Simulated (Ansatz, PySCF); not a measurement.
FH3S3Sn, SMILES [SH][Sn]([SH])([SH])[F]. Atoms are numbered in the order given.

```xyz
8

F     -1.3870     1.8472    -0.4578
Sn    -0.1665     0.3286    -0.3294
S     -1.0934    -1.4520    -1.6741
S      2.0027     0.8882    -1.2332
S     -0.1179     0.0040     2.0753
H     -2.3288    -1.2742    -1.1460
H      2.4488     1.2610    -0.0096
H     -0.8965     1.1021     2.2348
```
Charge 0, spin multiplicity 1.

Coordinates come from a B3LYP-D3(BJ)/def2-SVP optimisation. The structure was generated by enumeration; whether it is a known compound was not checked. The def2 effective core potentials stand for the cores of Sn; spin–orbit coupling is left out. One conformer was computed; it need not be the lowest.

Two levels are set side by side: PBE-D3(BJ)/def2-SVP (Ansatz, a first-principles code) and B3LYP-D3(BJ)/def2-SVP (Ansatz). Each level has its own optimised geometry; the coordinates shown are those of the second. Frequencies come from the Hessian of PySCF at each geometry. Differences are taken from unrounded values.

```
quantity                            B3LYP-D3(BJ)  PBE-D3(BJ)  PBE-D3(BJ) minus B3LYP-D3(BJ)
----------------------------------  ------------  ----------  -----------------------------
mean bond length (Å)                       1.897       1.905                          0.009
bond F1–Sn2 (Å)                            1.953       1.967                          0.014
bond Sn2–S3 (Å)                            2.416       2.422                          0.006
bond Sn2–S4 (Å)                            2.416       2.421                          0.006
bond Sn2–S5 (Å)                            2.427       2.433                          0.006
bond S3–H6 (Å)                             1.355       1.365                          0.009
bond S4–H7 (Å)                             1.355       1.365                          0.010
bond S5–H8 (Å)                             1.356       1.365                          0.010
highest harmonic wavenumber (cm⁻¹)          2667        2610                            -57
mean harmonic wavenumber (cm⁻¹)              710         692                            -18
zero-point energy (kcal/mol)               18.27       17.82                          -0.45
```

GGA bonds tend to be longer and softer than those of functionals with exact exchange. Differences between two approximate levels are no errors against the true value.
